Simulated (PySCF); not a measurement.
H3FOSiTe, SMILES [SiH3]O[Te]F (PBE0/def2-SVP optimised geometry):

```
7

Te    -0.678    -2.146     0.000
F      1.260    -2.146     0.000
O     -0.925    -0.194     0.000
Si    -0.725     0.817    -1.333
H      0.716     0.933    -1.702
H     -1.260     2.146    -0.926
H     -1.489     0.288    -2.504
```

Computed with PBE0/def2-TZVP, def2 effective core potentials past Kr in PySCF 2.14.0.

Problem. What are the frontier orbital energies and the dipole moment?

Solution. HOMO-2 -9.44 eV, HOMO-1 -9.16 eV, HOMO -6.49 eV, LUMO -2.46 eV, LUMO+1 -1.86 eV; dipole moment 2.22 D.

On the same geometry PBE/def2-TZVP, def2 effective core potentials past Kr in PySCF gives HOMO-2 -8.05 eV, HOMO-1 -7.73 eV, HOMO -5.29 eV, LUMO -3.29 eV, LUMO+1 -2.74 eV; dipole moment 2.03 D.
